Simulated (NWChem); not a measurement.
# C3H3F3; SMILES C(C)(=C(F)F)F

```xyz
9

C     -1.1645    -1.5190     0.0000
C      0.0283    -0.6423     0.0000
F      1.2110    -1.2673     0.0000
C      0.0271     0.6905     0.0000
F     -1.0723     1.4119     0.0000
F      1.1034     1.4359     0.0000
H     -2.0872    -0.9259     0.0000
H     -1.1623    -2.1702    -0.8889
H     -1.1623    -2.1702     0.8889
```
Atoms are numbered in this order, from 1.

Level: PBE0/def2-SVP (NWChem), optimised geometry, unscaled harmonic frequencies. 

| frequency (cm⁻¹) | IR intensity (km/mol) |
|---|---|
| 179 | 0.1 |
| 188 | 1.7 |
| 217 | 3.2 |
| 356 | 2.2 |
| 379 | 0.1 |
| 519 | 2.0 |
| 566 | 5.8 |
| 586 | 2.0 |
| 782 | 7.6 |
| 981 | 10.6 |
| 1047 | 2.3 |
| 1200 | 218.4 |
| 1320 | 132.5 |
| 1381 | 216.9 |
| 1427 | 0.4 |
| 1440 | 10.5 |
| 1456 | 2.5 |
| 1903 | 76.5 |
| 3059 | 12.3 |
| 3139 | 4.5 |
| 3196 | 1.3 |

- zero-point energy: 36.2 kcal/mol
- thermal correction to the enthalpy at 298.15 K (with zero-point energy): 40.5 kcal/mol
- heat capacity Cv: 20.1 cal/(mol K)
- entropy at 298.15 K and 1 atm (symmetry number 1): 77.1 cal/(mol K)
- dipole moment: 1.79 D

Rigid rotor and harmonic oscillator.
